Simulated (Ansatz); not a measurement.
C3H8AlN (`C/C=C\[NH][AlH2]`). The species carries charge 0 and has multiplicity 1. Geometry: relaxed with PBE0-D4/def2-TZVP. It is one conformer, not always the lowest.

```xyz
13

C     1.876   -0.368    0.812
C     0.519   -0.074    1.370
C    -0.565    0.132    0.618
N    -0.605    0.106   -0.767
Al   -2.008    0.370   -1.838
H     2.611   -0.502    1.606
H     2.243    0.442    0.169
H     1.884   -1.285    0.209
H     0.401   -0.022    2.446
H    -1.519    0.342    1.093
H     0.299   -0.092   -1.175
H    -3.399    0.676   -1.151
H    -1.736    0.275   -3.392
```

Question: What is the dipole moment at PBE/def2-TZVPP? (An estimate is asked.)

Answer: The calculation gave: 0.67 D, with components (0.61, -0.13, -0.24) D in this frame, pointing from negative to positive charge.

Question: And with r2SCAN, B3LYP, ωB97M-V? (Estimate.)

Answer: Ansatz gave: r2SCAN 0.65 D, B3LYP 0.59 D, ωB97M-V 0.59 D.

Question: Give the Mulliken charges with PBE, B3LYP, ωB97M-V in def2-TZVPP. (Best estimate.)

Answer: The calculation gave: 
```tsv
atom	PBE	B3LYP	ωB97M-V
C1	-0.27	-0.27	-0.36
C2	-0.14	-0.15	-0.15
C3	-0.07	-0.05	-0.02
N4	-0.20	-0.25	-0.27
Al5	0.33	0.42	0.39
H6	0.09	0.09	0.10
H7	0.09	0.09	0.11
H8	0.09	0.09	0.11
H9	0.10	0.10	0.10
H10	0.09	0.10	0.10
H11	0.13	0.12	0.11
H12	-0.12	-0.15	-0.12
H13	-0.12	-0.14	-0.11
```

B3LYP here is the variant with VWN-RPA as its local correlation; programs differ in this.
